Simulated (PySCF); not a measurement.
**Löwdin shares of the frontier orbitals**

Species: SiHMe2(NMeEt), C5H15NSi.
Geometry (PBE0-D3(BJ)/def2-SVP, Å), atoms numbered from 1 in this order:
```
atom  x, y, z in Å
Si1    0.915    0.718    0.428
H2     1.254    0.562    1.881
C3     2.485    0.910   -0.585
H4     2.272    1.150   -1.639
H5     3.097   -0.004   -0.554
H6     3.086    1.737   -0.176
C7    -0.124    2.277    0.234
H8     0.444    3.174    0.530
H9    -1.031    2.231    0.857
H10   -0.441    2.408   -0.813
N11    0.090   -0.753   -0.019
C12   -0.007   -1.197   -1.385
C13   -0.788   -1.427    0.912
C14   -2.270   -1.098    0.765
H15    0.098   -2.297   -1.449
H16   -0.963   -0.933   -1.880
H17    0.801   -0.762   -1.994
H18   -0.648   -2.522    0.807
H19   -0.462   -1.180    1.937
H20   -2.870   -1.660    1.498
H21   -2.454   -0.024    0.925
H22   -2.646   -1.357   -0.236
```

Method: TDDFT B3LYP/def2-SVPD, vertical, gas phase, core orbitals frozen in the response in PySCF 2.14.0, density-fitted response routines.

Frontier orbitals with the atoms that hold most of them (Löwdin shares over 4%, at most four atoms; ? is withheld):

```csv
orbital,ε (eV),atoms
HOMO-3,-8.98,"N11 19%, Si1 13%, C13 13%, H2 9%"
HOMO-2,-8.51,"C7 27%, Si1 24%, H2 17%, H10 5%"
HOMO-1,-8.45,?
HOMO,-5.84,?
LUMO,?,"Si1 12%, C12 10%, C7 9%, C3 9%"
LUMO+1,0.79,"C14 15%, C3 13%, Si1 7%, H4 7%"
LUMO+2,0.95,"C7 16%, H18 10%, H8 8%, C13 8%"
```

Problem. Give the leading atoms of the HOMO.

Solution. N11 (bonded to 2 C and Si) 54%; C12 (bonded to N and 3 H) 9%; C13 (bonded to C, N and 2 H) 7%; Si1 (bonded to 2 C, N and H) 6%. By element: nitrogen 54%, carbon 16% or more, silicon 6%.

Problem. Which atoms hold the HOMO-1, and with what shares?

Solution. C3 (bonded to Si and 3 H) 35%; Si1 (bonded to 2 C, N and H) 22%; C7 (bonded to Si and 3 H) 9%; H2 (bonded to Si) 6%. By element: carbon 45% or more, silicon 22%, hydrogen 6% or more.

Problem. What is the LUMO energy, and the HOMO–LUMO gap?

Solution. ε(LUMO) = 0.30 eV; the gap is 6.14 eV (0.2256 hartree).

Problem. How does S1 compare with the orbital gap of 6.14 eV?

Solution. S1 is at 5.31 eV (f = 0.0054), 0.83 eV below the gap, made of HOMO→LUMO (98%). 

Problem. One configuration dominates each of S1 and S2. Which, and how do the shares of the two leading atoms of either orbital change from the occupied to the empty one?

Solution. 
- S1 (5.31 eV, f 0.0054), HOMO→LUMO (98%): N11 54% → at most 9%, C12 9% → 10%, Si1 6% → 12%
- S2 (5.84 eV, f 0.0081), HOMO→LUMO+1 (98%): N11 54% → at most 7%, C12 9% → at most 7%, C14 at most 6% → 15%, C3 at most 6% → 13%

One conformer stands for the species.

Without π bonds the low states are Rydberg-like; a valence basis with one diffuse set may place them up to an eV too high.
